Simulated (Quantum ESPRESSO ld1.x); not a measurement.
The numbers below are computed, except where a source is named.
Species: Mo2+. Configuration: [Kr] 4d2.5 5s1 5p0.5 (fractional occupations, a model configuration). Level of theory: scalar-relativistic Kohn-Sham, LDA (Slater exchange, Perdew-Wang correlation), spin-polarised, spherical densities, point nucleus; open shells are filled with parallel spins first (ld1.x of Quantum ESPRESSO 7.5).

Unscreened Slater integrals over Kohn-Sham orbitals (eV). They are taken over the spin-up orbitals.

integral     value
F0(5p,5p)   7.5864
F2(5p,5p)   4.1273
F0(5p,5s)   8.1336
G1(5p,5s)   5.3399
F0(5p,4d)   9.2219
F2(5p,4d)   3.0993
G1(5p,4d)   1.4067
G3(5p,4d)   1.1910
F0(5p,4p)   9.5866
F2(5p,4p)   2.3815
G0(5p,4p)  0.51512
G2(5p,4p)  0.66603
F0(5s,5s)   8.8795
F0(5s,4d)   10.487
G2(5s,4d)   2.1583
F0(5s,4p)   11.000
G1(5s,4p)  0.88968
F0(4d,4d)   15.148
F2(4d,4d)   7.6236
F4(4d,4d)   4.9887
F0(4d,4p)   17.145
F2(4d,4p)   8.3780
G1(4d,4p)   10.415
G3(4d,4p)   6.3541
F0(4p,4p)   20.226
F2(4p,4p)   10.632

Derived for the open shells (J is the average intra-shell exchange parameter used in DFT+U). 4d: Racah B = F2/49 - 5 F4/441 = 0.09902 eV, C = 35 F4/441 = 0.3959 eV, C/B = 4.00, F4/F2 = 0.654, J = (F2 + F4)/14 = 0.9009 eV. 5p: J = F2/5 = 0.8255 eV.
